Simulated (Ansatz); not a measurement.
`C[O][Sn]([Cl])([Cl])[Cl]`, 9 atoms. Total charge 0; spin multiplicity 1. Correlated methods include outer-core shells of Sn, which these sets cover unevenly. Sn: def2 effective core potential. All runs use 4 threads of an Arm Neoverse V1 on a shared host. Correlated methods freeze the cores.

Give the basis size and wall time and peak host memory of each of these runs in Ansatz. RKS PBE0-D4/def2-TZVP frequencies; RHF-CCSD(T)/def2-SVP energy; RKS PBE0-D4/def2-TZVP relaxation (6 steps); RKS CAM-B3LYP-D4/def2-TZVPP energy; RKS ωB97X-V/def2-TZVPP energy; RKS PBE0-D4/def2-SVP energy; RKS revPBE-D4/def2-TZVPP energy; RKS PBE0-D4/def2-QZVPP energy; RHF-MP2/def2-QZVPP energy; RKS ωB97M-V/def2-QZVPP energy; RHF-CCSD(T)/def2-TZVPP energy; RKS r2SCAN-D4/def2-TZVPP energy and forces. (Best estimate.)

The calculation gave: Other jobs shared the machine, so times are rough.

| level | job | functions | wall time | peak host memory (GiB) |
| --- | --- | --- | --- | --- |
| RKS PBE0-D4/def2-SVP | energy | 123 | 2.1 s | 0.32 |
| RKS revPBE-D4/def2-TZVPP | energy | 280 | 3.4 s | 0.47 |
| RKS CAM-B3LYP-D4/def2-TZVPP | energy | 280 | 7.5 s | 1.2 |
| RKS r2SCAN-D4/def2-TZVPP | energy and forces | 280 | 9 s | 0.5 |
| RKS ωB97X-V/def2-TZVPP | energy | 280 | 15 s | 1.3 |
| RHF-CCSD(T)/def2-SVP | energy | 123 | 16 s | 0.71 |
| RKS PBE0-D4/def2-QZVPP | energy | 496 | 17 s | 2.6 |
| RHF-MP2/def2-QZVPP | energy | 496 | 34 s | 3.2 |
| RKS ωB97M-V/def2-QZVPP | energy | 496 | 35 s | 3 |
| RKS PBE0-D4/def2-TZVP | relaxation (6 steps) | 241 | 51 s | 0.95 |
| RKS PBE0-D4/def2-TZVP | frequencies | 241 | 4.7 min | 0.95 |
| RHF-CCSD(T)/def2-TZVPP | energy | 280 | 11 min | 8.4 |
